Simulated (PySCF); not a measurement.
PySCF input file for Te(H)(GeH3) (GeH4Te), SMILES [GeH3][TeH], TDDFT-PBE0/def2-SVPD. The structure is a stationary point at B3LYP-D3(BJ)/def2-TZVP. The def2 effective core potentials stand for the cores of Te; spin–orbit coupling is left out.

```python
import numpy as np
from pyscf import gto, scf, dft, tdscf

mol = gto.M(
    atom='''
    Te    0.03127562   -1.04311661    0.00000000
    H    -1.63009413   -1.11330639    0.00000000
    Ge   -0.00181016    1.53896930   -0.00000000
    H    -0.70613437    2.07161988    1.25766421
    H     1.47395559    1.96511274   -0.00000000
    H    -0.70613438    2.07161988   -1.25766420
    ''',
    basis='def2-SVPD',
    ecp={'Te': 'def2-svp'},
    charge=0,
    spin=0,
    symmetry=True,
    max_memory=1600,
    verbose=4,
)
mf = dft.RKS(mol, xc='pbe0').density_fit(auxbasis='def2-universal-jkfit')
mf.grids.level = 3
mf.conv_tol = 1e-9
mf.max_cycle = 100
mf.kernel()
mf.grids = dft.Grids(mol).set(level=1).build(with_non0tab=True)  # coarser grid for the response kernel
td = tdscf.TDDFT(mf)
td.singlet = True
td.nstates = 10
td.conv_tol = 1e-4
td.kernel(x0=td.get_init_guess(mf, 15))
td.analyze()
tt = tdscf.TDA(mf)
tt.singlet = False
tt.nstates = 4
tt.conv_tol = 1e-4
tt.kernel(x0=tt.get_init_guess(mf, 9))
tt.analyze(verbose=3)
```

Output:

```
PySCF version 2.14.0

[INPUT] verbose = 4
[INPUT] num. atoms = 6
[INPUT] num. electrons = 60
[INPUT] charge = 0
[INPUT] spin (= nelec alpha-beta = 2S) = 0
[INPUT] symmetry True subgroup None
[INPUT] Mole.unit = angstrom
[INPUT] Symbol           X                Y                Z      unit          X                Y                Z       unit  Magmom
[INPUT]  1 Te     0.031275620000  -1.043116610000   0.000000000000 AA    0.059102356176  -1.971204708885   0.000000000000 Bohr   0.0
[INPUT]  2 H     -1.630094130000  -1.113306390000   0.000000000000 AA   -3.080431462961  -2.103844169828   0.000000000000 Bohr   0.0
[INPUT]  3 Ge    -0.001810160000   1.538969300000   0.000000000000 AA   -0.003420706642   2.908230491114   0.000000000000 Bohr   0.0
[INPUT]  4 H     -0.706134370000   2.071619880000   1.257664210000 AA   -1.334400566442   3.914794207404   2.376640913567 Bohr   0.0
[INPUT]  5 H      1.473955590000   1.965112740000   0.000000000000 AA    2.785372384872   3.713524882494   0.000000000000 Bohr   0.0
[INPUT]  6 H     -0.706134380000   2.071619880000  -1.257664200000 AA   -1.334400585340   3.914794207404  -2.376640894670 Bohr   0.0

nuclear repulsion = 215.766402725014
point group symmetry = Cs
symmetry origin: [-3.65060729e-09 -2.14741679e-10  2.14741603e-10]
symmetry axis x: [1.00000000e+00 3.80736047e-10 2.03176585e-09]
symmetry axis y: [ 3.80736047e-10 -1.00000000e+00 -1.44978708e-10]
symmetry axis z: [-2.03176585e-09 -1.44978670e-10  1.00000000e+00]
num. orbitals of irrep A' = 70
num. orbitals of irrep A" = 35
number of shells = 43
number of NR pGTOs = 190
number of NR cGTOs = 105
basis = def2-SVPD
ecp = {'Te': 'def2-svp'}


[settings echo left out]
init E= -2318.13511464358
HOMO (A") = -0.636779416071246  LUMO (A') = -0.624356592499584  gap/eV = 0.33804
cycle= 1 E= -2344.82797814304  delta_E= -26.7  |g|= 2.93  |ddm|= 10.2
HOMO (A') = -0.0763635094340265  LUMO (A") = -0.0665361646624767  gap/eV = 0.26742
cycle= 2 E= -2340.05802900581  delta_E= 4.77  |g|= 3.58  |ddm|= 22.6
HOMO (A") = -0.181491098318382  LUMO (A') = -0.150038568086806  gap/eV = 0.85587
cycle= 3 E= -2346.15059995748  delta_E= -6.09  |g|= 1.23  |ddm|=   21
HOMO (A") = -0.216917170360237  LUMO (A') = -0.0732211489905557  gap/eV = 3.91017
cycle= 4 E= -2346.86869306313  delta_E= -0.718  |g|= 0.37  |ddm|= 2.55
HOMO (A") = -0.217340580783905  LUMO (A') = -0.0297033003338345  gap/eV = 5.10587
cycle= 5 E= -2346.90206782611  delta_E= -0.0334  |g|= 0.229  |ddm|= 0.78
HOMO (A") = -0.238573811272019  LUMO (A') = -0.0411216451555733  gap/eV = 5.37295
cycle= 6 E= -2346.9133417842  delta_E= -0.0113  |g|= 0.0257  |ddm|= 0.258
HOMO (A") = -0.236031288143725  LUMO (A') = -0.0400760001656262  gap/eV = 5.33221
cycle= 7 E= -2346.91350706952  delta_E= -0.000165  |g|= 0.0101  |ddm|= 0.046
HOMO (A") = -0.235787678234438  LUMO (A') = -0.0395368865563584  gap/eV = 5.34026
cycle= 8 E= -2346.91354491363  delta_E= -3.78e-05  |g|= 0.00162  |ddm|= 0.0179
HOMO (A") = -0.235656834902763  LUMO (A') = -0.0395133435189081  gap/eV = 5.33734
cycle= 9 E= -2346.91354606801  delta_E= -1.15e-06  |g|= 0.000472  |ddm|= 0.00277
HOMO (A") = -0.23563659309562  LUMO (A') = -0.0395252779011835  gap/eV = 5.33646
cycle= 10 E= -2346.91354616776  delta_E= -9.98e-08  |g|= 0.000105  |ddm|= 0.000894
HOMO (A") = -0.235650411925558  LUMO (A') = -0.0395310340345263  gap/eV = 5.33668
cycle= 11 E= -2346.91354617264  delta_E= -4.89e-09  |g|= 1.58e-05  |ddm|= 0.000202
HOMO (A") = -0.235649100816037  LUMO (A') = -0.0395290944195131  gap/eV = 5.33670
cycle= 12 E= -2346.91354617274  delta_E= -9.32e-11  |g|= 2.99e-06  |ddm|= 3.67e-05
HOMO (A") = -0.235649833061167  LUMO (A') = -0.0395295016800744  gap/eV = 5.33671
Extra cycle  E= -2346.91354617273  delta_E= 7.73e-12  |g|= 2.55e-06  |ddm|= 9.53e-06
converged SCF energy = -2346.91354617273
tot grids = 25336


******** <class 'pyscf.tdscf.rks.TDDFT'> for <class 'pyscf.df.df_jk.DFSymAdaptedRKS'> ********
nstates = 10 singlet
deg_eia_thresh = 1.000e-03
wfnsym = None
conv_tol = 0.0001
eigh lindep = 1e-12
eigh level_shift = 0
eigh max_cycle = 100


Excitation energies (eV)
[3.97188361 4.67051604 5.83219698 6.05336829 6.09882754 6.39518365
 6.53715829 6.60635448 6.67355891 6.99519134]

** Singlet excitation energies and oscillator strengths **
Excited State   1:   A"      3.97188 eV    312.15 nm  f=0.0023
      30 -> 31       -0.69627
Excited State   2:   A"      4.67052 eV    265.46 nm  f=0.0232
      30 -> 32       -0.69902
Excited State   3:   A"      5.83220 eV    212.59 nm  f=0.0205
      30 -> 33        0.68130
      30 -> 34        0.16680
Excited State   4:   A"      6.05337 eV    204.82 nm  f=0.0148
      30 -> 33       -0.16604
      30 -> 34        0.67017
Excited State   5:   A'      6.09883 eV    203.29 nm  f=0.0043
      29 -> 31        0.37304
      30 -> 35       -0.58768
Excited State   6:   A"      6.39518 eV    193.87 nm  f=0.0002
      30 -> 36       -0.69934
Excited State   7:   A"      6.53716 eV    189.66 nm  f=0.0359
      30 -> 37        0.69675
Excited State   8:   A'      6.60635 eV    187.67 nm  f=0.1582
      29 -> 31        0.29965
      29 -> 32       -0.27392
      30 -> 35        0.27409
      30 -> 38       -0.49457
Excited State   9:   A'      6.67356 eV    185.78 nm  f=0.0437
      29 -> 31       -0.11236
      29 -> 32        0.52538
      30 -> 35       -0.11866
      30 -> 38       -0.43553
Excited State  10:   A'      6.99519 eV    177.24 nm  f=0.3480
      29 -> 31       -0.40928
      29 -> 32       -0.34735
      30 -> 35       -0.21829
      30 -> 38       -0.23301
      30 -> 40       -0.27526

** Transition electric dipole moments (AU) **
state          X           Y           Z        Dip. S.      Osc.
  1        -0.0000     -0.0000     -0.1522      0.0232      0.0023
  2         0.0000     -0.0000     -0.4501      0.2026      0.0232
  3         0.0000      0.0000     -0.3785      0.1432      0.0205
  4         0.0000     -0.0000      0.3158      0.0997      0.0148
  5        -0.1137      0.1260     -0.0000      0.0288      0.0043
  6        -0.0000      0.0000     -0.0371      0.0014      0.0002
  7        -0.0000      0.0000      0.4733      0.2240      0.0359
  8         0.1085      0.9827      0.0000      0.9775      0.1582
  9        -0.3259      0.4010      0.0000      0.2670      0.0437
 10        -0.1018     -1.4213      0.0000      2.0306      0.3480

WARN: ECP detected. Skipping calculation of transition velocity and magnetic dipole moments, which have not yet been implemented.



******** <class 'pyscf.tdscf.rks.TDA'> for <class 'pyscf.df.df_jk.DFSymAdaptedRKS'> ********
nstates = 4 triplet
deg_eia_thresh = 1.000e-03
wfnsym = None
conv_tol = 0.0001
eigh lindep = 1e-12
eigh level_shift = 0
eigh max_cycle = 100


Excitation energies (eV)
[3.55014238 4.19752106 5.17400808 5.54026425]

** Triplet excitation energies and oscillator strengths **
Excited State   1:   A"      3.55014 eV    349.24 nm  f=0.0000
Excited State   2:   A"      4.19752 eV    295.37 nm  f=0.0000
Excited State   3:   A'      5.17401 eV    239.63 nm  f=0.0000
Excited State   4:   A"      5.54026 eV    223.79 nm  f=0.0000
```

Self-consistency was reached.

Cost: very roughly 70 core-seconds.
